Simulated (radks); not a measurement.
Species: P4+. Configuration: [He] 2s1 2p6 3s1 4s1 (not the ground configuration).

Method: non-relativistic Kohn-Sham, XLYP, spin-polarised, spherical densities, point nucleus; open shells are filled with parallel spins first; computed with a radial shooting solver on a logarithmic mesh with Libxc functionals.

Energy parts (eV):
part                      energy
total                  -8964.459
kinetic                 8955.201
electron-nucleus      -20499.136
Hartree                 3142.148
exchange-correlation    -562.671

Orbitals (lengths in bohr, moments of r in powers of bohr; <r^-3> diverges for s and p1/2):
| orbital | occ. | eigenvalue (eV) | <r^-3> |
|---|---|---|---|
| 1s up | 1 | -2179.558 | - |
| 1s down | 1 | -2177.140 | - |
| 2s up | 1 | -259.9815 | - |
| 2s down | 0 | -255.5132 | - |
| 2p up | 3 | -212.8085 | 67.46 |
| 2p down | 3 | -208.7609 | 67.57 |
| 3s up | 1 | -69.7849 | - |
| 3p up | 0 | -58.2973 | 9.795 |
| 3d up | 0 | -42.7825 | 0.8332 |
| 4s up | 1 | -30.4225 | - |

The highest occupied level is 4s up at -30.423 eV. The configuration is held as typed, so some empty levels lie below it. The electron density at the nucleus is 2129 e/bohr^3. The density falls to 0.001 e/bohr^3 at r = 4.14 bohr.
